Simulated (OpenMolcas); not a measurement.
# W: effect of the level shift or regulariser

```json
{
  "Program": "OpenMolcas",
  "Basis": "ANO-RCC-VQZP [9s8p6d4f3g2h]",
  "Scalar Hamiltonian": "DKH2, point nucleus",
  "Active space": "4 electrons in 5 orbitals (5d)",
  "State averaging": "2S+1 = 5 even, 5 roots; 2S+1 = 3 even, 45 roots; 2S+1 = 1 even, 50 roots (49 in the spin-orbit step)",
  "Spin-orbit coupling": "RASSI with atomic mean-field integrals over the reference wave functions, term energies averaged over their components"
}
```

Methods on the same reference wave functions:
A. CASSCF
B. MS-CASPT2, IPEA 0.25 Eh, imaginary shift 0.1 Eh (closed shells correlated: 5s 5p 6s)
C. MS-CASPT2, IPEA 0.25 Eh, imaginary shift 0.3 Eh (closed shells correlated: 5s 5p 6s)

Energies in cm-1 above 5d4 6s2 5D0, the measured ground level; measured values from NIST Handbook of Basic Atomic Spectroscopic Data.

```json
{"Level": "5d4 6s2 5D0 [71 %]", "A": "0.0", "B": "0.0", "C": "0.0", "Measured": "0.0"}
{"Level": "5d4 6s2 5D1", "A": "1461", "B": "2050", "C": "2010", "Measured": "1670"}
{"Level": "5d4 6s2 5D2", "A": "3234", "B": "4050", "C": "4000", "Measured": "3326"}
{"Level": "5d4 6s2 5D3", "A": "4989", "B": "5760", "C": "5700", "Measured": "4830"}
{"Level": "5d4 6s2 5D4", "A": "6633", "B": "7130", "C": "7080", "Measured": "6219"}
{"Level": "5d4 6s2 3P0(1) [57 %]", "A": "13845", "B": "10790", "C": "10920", "Measured": "9258"}
{"Level": "5d4 6s2 3H4 [56 %]", "A": "14973", "B": "12870", "C": "12860", "Measured": ""}
{"Level": "5d4 6s2 3H5", "A": "17628", "B": "15850", "C": "15780", "Measured": ""}
{"Level": "5d4 6s2 3G3 [58 %]", "A": "18014", "B": "15170", "C": "15180", "Measured": ""}
{"Level": "5d4 6s2 3P1(1)", "A": "18077", "B": "14760", "C": "14910", "Measured": "13307"}
{"Level": "5d4 6s2 3F2(1) [75 %]", "A": "18786", "B": "15570", "C": "15600", "Measured": ""}
{"Level": "5d4 6s2 3H6", "A": "19038", "B": "17270", "C": "17200", "Measured": ""}
{"Level": "5d4 6s2 3P2(1) [59 %]", "A": "22499", "B": "18490", "C": "18670", "Measured": ""}
{"Level": "5d4 6s2 3F3(1) [55 %]", "A": "23178", "B": "20100", "C": "20130", "Measured": ""}
{"Level": "5d4 6s2 3G5", "A": "24892", "B": "22340", "C": "22320", "Measured": ""}
{"Level": "5d4 6s2 3D3 [63 %]", "A": "25761", "B": "21110", "C": "21240", "Measured": ""}
{"Level": "5d4 6s2 1I6", "A": "26772", "B": "24140", "C": "24070", "Measured": ""}
{"Level": "5d4 6s2 3D1", "A": "27959", "B": "23300", "C": "23480", "Measured": ""}
{"Level": "5d4 6s2 1S0", "A": "31956", "B": "25530", "C": "25880", "Measured": ""}
{"Level": "5d4 6s2 1F3 [73 %]", "A": "35484", "B": "28940", "C": "29200", "Measured": ""}
{"Level": "5d4 6s2 3P2(2)", "A": "39655", "B": "32390", "C": "32510", "Measured": ""}
{"Level": "5d4 6s2 3F4(2) [74 %]", "A": "40606", "B": "34030", "C": "34080", "Measured": ""}
{"Level": "5d4 6s2 3F2(2)", "A": "41859", "B": "35320", "C": "35390", "Measured": ""}
{"Level": "5d4 6s2 3F3(2)", "A": "42480", "B": "35780", "C": "35850", "Measured": ""}
```

Deviations, from unrounded energies. A percentage is the sum of absolute deviations over the sum of measured energies, with the sign that they share, or ± where signs differ.

```
                        Against measurement  Levels      A      B      C
             mean absolute deviation (cm-1)       6   1700    990   1000
      fine structure of the ground term (%)       4   ±5.4  +18.3  +17.2
other terms of the ground configuration (%)       2  +41.5  +13.2  +14.5
```

B, C lie about equally close to measurement and A furthest from it. The largest miss of B in the table is 5d4 6s2 3P0(1) [57 %], by +1500 cm-1. The ranking rests on the paired levels alone, and a cruder setting can come out closer through cancelling errors.

Between B and C the level of the table that moves most is 5d4 6s2 1S0, by 360 cm-1 (lowest in B, highest in C). Moves below CASPT2's spread within the term are not significant.

The mean deviations of B to C differ by less than CASPT2's widest spread within a term (1400 cm-1), so their order carries little weight.

From A to B the spin-free energies of the other terms of 5d4 6s2 shown, above 5D, scale by factors of 0.67 to 0.80.

The lowest spin-free term lies below A's lowest term by 0.401 hartree in B, 0.401 hartree in C.

CASPT2 breaks the degeneracy within a term, and the mean is taken; among the terms shown or strongly mixed into the levels shown the widest spread is 1400 cm-1 (5d4 6s2 1I, B). Some high roots are left out of the spin-orbit mixing, which shifts the levels that they would mix with. With the s shell closed, the reference lacks s² → p², s² → d² and s → d mixing, so excited terms can stand far too high and out of order, with CASPT2 too. Without dynamic correlation excited terms often stand tens of per cent too high (terms of higher spin than the ground term too low), and those without a measured partner can miss by more than the paired ones (holds for A). Some levels mix across a computed gap that differs much from the measured one, so their mixing is not that of the real levels (holds for A). The CASPT2 spread within a term exceeds the gap to the next term for 5d4 6s2 3P(1) and 5d4 6s2 3H, 5d4 6s2 3D and 5d4 6s2 1G(1), 5d4 6s2 1G(1) and 5d4 6s2 1I and others, so the order of their levels is uncertain, and so are names and mixing where such terms share a J (holds for B; C). Some terms miss by over 15 % even with CASPT2, which points to a basis or an active space too small for the shells correlated (holds for B; C). Computed and measured levels are paired by configuration, term and J; levels that our copy of the source lacks, or whose pairing is in doubt (as where it misses far off the trend of its configuration), stay unpaired and out of the deviations. Levels of configurations outside the active space are missing. Levels that lie high or do not pair safely by name in every column are left out.

A share in square brackets marks a mixed level and gives the weight of the term that names it, the lowest over the columns. A number in round brackets counts repeated terms of one configuration in the order of the reference energies.
